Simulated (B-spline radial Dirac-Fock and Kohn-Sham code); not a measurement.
# Satellites and hypersatellites of the K lines of Ru³⁺

System: ruthenium as Ru³⁺, [Kr] 4d4 5s1 (not the ground configuration).

Method: ΔSCF Dirac-Fock with Breit, self-energy and vacuum polarisation, finite nucleus, configuration average. Computed with a radial finite-basis atomic code. Each two-hole energy is an average over J within one jj subconfiguration, not an observable level; in light atoms, where LS coupling holds, the j-resolved values are not observed lines, and for a K spectator the Kα1 hypersatellite is nearly forbidden. No correlation.

Lines without a spectator: Kα2 (K-L2) 19148.1 eV, Kα1 (K-L3) 19277.1 eV, Kβ3 (K-M2) 21630.8 eV, Kβ1 (K-M3) 21653.3 eV. Shifts in eV with one spectator hole (a dash: not computed, or left out as unreliable):

```
spectator hole    Kα2    Kα1     Kβ3     Kβ1
    L2 (2p1/2)  +52.4  +65.5       –  +141.3
    L3 (2p3/2)  +53.6  +53.0  +128.4       –
    M2 (3p1/2)      –  +6.74  +15.85  +19.44
    M3 (3p3/2)  +5.25      –  +17.01  +16.43
    M4 (3d3/2)  +0.53  -1.66       –       –
    M5 (3d5/2)  -1.98  -0.45       –       –
```

**Question.** Where does the K-L3 hypersatellite lie, emitted when both K electrons are missing?

**Answer.** +505.6 eV from the normal line, at 19782.7 eV. Removing both K electrons costs 45027.2 eV, which is 685.2 eV more than twice the K binding energy.

With n spectator holes in 2p, averaged over the 2p shell (energies in eV):

| n | KαLⁿ | step | hypersatellite KαʰLⁿ |
| --- | --- | --- | --- |
| 0 | 19234.1 | – | 19735.7 |
| 1 | 19290.6 | +56.5 | 19793.6 |
| 2 | 19348.2 | +57.7 | 19852.7 |
| 3 | 19407.1 | +58.9 | 19913.0 |
| 4 | 19467.3 | +60.1 | 19974.5 |
| 5 | 19528.7 | +61.4 | 20037.3 |
